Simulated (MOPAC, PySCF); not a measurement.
CH₇NSi₂, SMILES `[SiH3]/C=N\[SiH3]`, neutral singlet in the gas phase. 

Cartesian coordinates (Å):
SMILES: [SiH3]/C=N\[SiH3]
```xyz
11

Si    -1.4624     0.9896    -0.4253
C     -0.9045    -0.5447     0.5808
N      0.2469    -1.0696     0.7272
Si     1.8361    -0.6759     0.1123
H     -2.1011     1.9518     0.5262
H     -0.3324     1.6477    -1.1406
H     -2.5011     0.5404    -1.4043
H     -1.7439    -1.0426     1.1177
H      2.6976    -0.4638     1.3127
H      2.2968    -1.8845    -0.6327
H      1.9531     0.5218    -0.7865
```
Charge 0, spin multiplicity 1.

All levels are single points at this geometry (PBE-D3(BJ)/def2-TZVP); Pople sets use spherical d functions. Orbital energies aren't observables, and empty levels follow the basis.

PM6 in MOPAC gives dipole (D) = 2.33.

Q: Estimate the dipole (D) from each of these levels: PBE-D3(BJ)/def2-TZVP in PySCF; B3LYP/3-21G in PySCF; B3LYP/6-311+G** in PySCF; B3LYP/6-31G* in PySCF; B3LYP/LANL2DZ in PySCF; BP86/6-31G* in PySCF; PBE/6-31G* in PySCF; HF/3-21G in PySCF; HF/6-31G* in PySCF; HF/STO-3G in PySCF; AM1 in MOPAC; PM3 in MOPAC.

A: 
```tsv
level	dipole (D)
PBE-D3(BJ)/def2-TZVP in PySCF	1.10
B3LYP/3-21G in PySCF	1.28
B3LYP/6-311+G** in PySCF	1.41
B3LYP/6-31G* in PySCF	1.26
B3LYP/LANL2DZ in PySCF	1.55
BP86/6-31G* in PySCF	1.12
PBE/6-31G* in PySCF	1.10
HF/3-21G in PySCF	1.67
HF/6-31G* in PySCF	1.67
HF/STO-3G in PySCF	1.51
AM1 in MOPAC	1.32
PM3 in MOPAC	1.07
```
